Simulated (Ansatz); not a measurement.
Pt2Au3⁺. Charge 1, multiplicity 1. Geometry PBE-D4/def2-SVP.

```xyz
5

Pt   -0.196   -0.967   -1.045
Pt    0.196    0.967    1.045
Au    0.729   -1.624    1.365
Au    1.452    1.111   -1.300
Au   -2.182    0.514   -0.065
```

In the def2 sets Au, Pt take a core potential; there is no spin–orbit coupling. B3LYP takes the VWN-RPA correlation. The restricted singlet is unstable towards broken spin symmetry in Hartree–Fock (as tested in another run); at LDA (SPW92)/def2-TZVP, B3LYP-D4/def2-TZVP, PBE0-D4/def2-SVP, PBE0-D4/def2-TZVP and others this wasn't settled. Another isomer (singlet) lies 0.04 eV lower at PBE0-D4/def2-TZVP; other spin states weren't run for this one.

Task: Estimate the orbital energies around the gap (eV) in Ansatz with LDA (SPW92)/def2-TZVP, B3LYP-D4/def2-TZVP, PBE0-D4/def2-SVP, PBE0-D4/def2-TZVP, BHLYP-D4/def2-TZVP.

Result: 
```json
{"orbital": "HOMO−5", "LDA (SPW92)/def2-TZVP": "-10.55", "B3LYP-D4/def2-TZVP": "-11.09", "PBE0-D4/def2-SVP": "-11.30", "PBE0-D4/def2-TZVP": "-11.23", "BHLYP-D4/def2-TZVP": "-12.21"}
{"orbital": "HOMO−4", "LDA (SPW92)/def2-TZVP": "-10.50", "B3LYP-D4/def2-TZVP": "-11.08", "PBE0-D4/def2-SVP": "-11.29", "PBE0-D4/def2-TZVP": "-11.22", "BHLYP-D4/def2-TZVP": "-12.15"}
{"orbital": "HOMO−3", "LDA (SPW92)/def2-TZVP": "-10.50", "B3LYP-D4/def2-TZVP": "-11.08", "PBE0-D4/def2-SVP": "-11.29", "PBE0-D4/def2-TZVP": "-11.22", "BHLYP-D4/def2-TZVP": "-12.15"}
{"orbital": "HOMO−2", "LDA (SPW92)/def2-TZVP": "-10.25", "B3LYP-D4/def2-TZVP": "-10.65", "PBE0-D4/def2-SVP": "-10.83", "PBE0-D4/def2-TZVP": "-10.76", "BHLYP-D4/def2-TZVP": "-11.58"}
{"orbital": "HOMO−1", "LDA (SPW92)/def2-TZVP": "-10.09", "B3LYP-D4/def2-TZVP": "-10.31", "PBE0-D4/def2-SVP": "-10.46", "PBE0-D4/def2-TZVP": "-10.38", "BHLYP-D4/def2-TZVP": "-11.04"}
{"orbital": "HOMO", "LDA (SPW92)/def2-TZVP": "-10.09", "B3LYP-D4/def2-TZVP": "-10.31", "PBE0-D4/def2-SVP": "-10.46", "PBE0-D4/def2-TZVP": "-10.38", "BHLYP-D4/def2-TZVP": "-11.04"}
{"orbital": "LUMO", "LDA (SPW92)/def2-TZVP": "-9.42", "B3LYP-D4/def2-TZVP": "-8.38", "PBE0-D4/def2-SVP": "-8.10", "PBE0-D4/def2-TZVP": "-8.06", "BHLYP-D4/def2-TZVP": "-7.14"}
{"orbital": "LUMO+1", "LDA (SPW92)/def2-TZVP": "-9.41", "B3LYP-D4/def2-TZVP": "-8.38", "PBE0-D4/def2-SVP": "-8.10", "PBE0-D4/def2-TZVP": "-8.06", "BHLYP-D4/def2-TZVP": "-7.14"}
{"orbital": "LUMO+2", "LDA (SPW92)/def2-TZVP": "-8.93", "B3LYP-D4/def2-TZVP": "-7.79", "PBE0-D4/def2-SVP": "-7.44", "PBE0-D4/def2-TZVP": "-7.43", "BHLYP-D4/def2-TZVP": "-6.36"}
{"orbital": "LUMO+3", "LDA (SPW92)/def2-TZVP": "-7.49", "B3LYP-D4/def2-TZVP": "-6.32", "PBE0-D4/def2-SVP": "-5.90", "PBE0-D4/def2-TZVP": "-5.91", "BHLYP-D4/def2-TZVP": "-4.88"}
{"orbital": "LUMO+4", "LDA (SPW92)/def2-TZVP": "-5.35", "B3LYP-D4/def2-TZVP": "-4.44", "PBE0-D4/def2-SVP": "-4.03", "PBE0-D4/def2-TZVP": "-4.13", "BHLYP-D4/def2-TZVP": "-3.42"}
{"orbital": "LUMO+5", "LDA (SPW92)/def2-TZVP": "-5.28", "B3LYP-D4/def2-TZVP": "-4.44", "PBE0-D4/def2-SVP": "-4.03", "PBE0-D4/def2-TZVP": "-4.13", "BHLYP-D4/def2-TZVP": "-3.42"}
```
